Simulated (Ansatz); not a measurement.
```yaml
crystal:
  periodic: [false, false, false]
  atoms:
    - {symbol: Si, position_ang: [-1.173493, 0.125832, 1.075725]}
    - {symbol: O, position_ang: [0.073418, -0.500420, 0.203597]}
    - {symbol: B, position_ang: [0.932515, -0.191435, -0.793093]}
    - {symbol: S, position_ang: [2.208542, -1.380734, -1.297986]}
    - {symbol: S, position_ang: [0.927911, 1.377329, -1.717556]}
    - {symbol: H, position_ang: [-0.717839, 0.311946, 2.472894]}
    - {symbol: H, position_ang: [-1.609350, 1.432983, 0.515767]}
    - {symbol: H, position_ang: [-2.295627, -0.838512, 1.019376]}
    - {symbol: H, position_ang: [1.856765, -2.311685, -0.396782]}
    - {symbol: H, position_ang: [-0.119943, 1.923495, -1.079041]}
basis:
  gaussian: {orbitals: def2-TZVPP}
hamiltonian: {xc: {name: HF}}
output: {forces: true}
```

```sh
$ ansatz run in.yaml --threads 4 --pin off --events-out ev --progress --plain --max-ram 10444MiB
```

Shortened log:

```
Functional definition: HF
1757 factors; their error is unknown
mean field evaluation 1: about -32287.6337 eV, gradient 3.7e1 eV
mean field evaluation 2: about -32290.1769 eV, gradient 2.3e1 eV
mean field evaluation 4: about -32291.1235 eV, gradient 1.1e0 eV
mean field evaluation 8: about -32291.3668 eV, gradient 5.6e-2 eV
mean field -32291.36680447 eV, -1186.6858421897 hartree, gradient 1.4e-5 eV, S^2 0.000000; 0 other end points of the search recorded, 0 dependent functions left out
reference -32291.36680447 eV, -1186.6858421897 hartree; 32, 32 occupied and 226, 226 virtual orbitals, 1757 factors
Total energy: -32291.36680447 eV, -1186.6858421897 hartree
Atom 0 at    -1.173493     0.125832     1.075725 Å, force     0.158574    -0.185480    -0.059141 eV/Å
Atom 1 at     0.073418    -0.500420     0.203597 Å, force    -0.099837     0.469896    -0.162246 eV/Å
Atom 2 at     0.932515    -0.191435    -0.793093 Å, force    -0.301588    -0.193956     0.397557 eV/Å
Atom 3 at     2.208542    -1.380734    -1.297986 Å, force    -0.029613    -0.555533     0.365067 eV/Å
Atom 4 at     0.927911     1.377329    -1.717556 Å, force    -0.506973     0.425352     0.216295 eV/Å
Atom 5 at    -0.717839     0.311946     2.472894 Å, force    -0.086032    -0.023839    -0.217944 eV/Å
Atom 6 at    -1.609350     1.432983     0.515767 Å, force     0.064899    -0.258031     0.126201 eV/Å
Atom 7 at    -2.295627    -0.838512     1.019376 Å, force     0.168779     0.162716     0.021708 eV/Å
Atom 8 at     1.856765    -2.311685    -0.396782 Å, force     0.213639     0.215766    -0.336783 eV/Å
Atom 9 at    -0.119943     1.923495    -1.079041 Å, force     0.418152    -0.056891    -0.350714 eV/Å
Dipole moment:    -0.392665     0.015544     0.368521 e Å
```

Run time 4.6 s (4 threads of an Arm Neoverse V1 on a shared host); peak host memory 0.87 GiB.
